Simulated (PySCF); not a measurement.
methane (CH₄), SMILES C.

The structure is a stationary point at PBE-D3(BJ)/def2-TZVPD.

The numbers are results of CAM-B3LYP/def2-TZVPD (PySCF), not measurements.

Computed frontier levels, gap, dipole moment and polarisability:
```json
{
 "highest_occupied_level": "-12.47 eV",
 "lowest_empty_level": "1.05 eV",
 "orbital_gap": "13.53 eV",
 "dipole_moment": "0.00 D",
 "quadrupole, principal values (traceless, Buckingham form, about the centre of nuclear charge)": "0.00, 0.00, 0.00 D·Å",
 "mean_static_polarisability": "17.0 bohr³ (2.53 Å³)",
 "polarisability_principal_values": "17.0, 17.0, 17.0 bohr³"
}
```
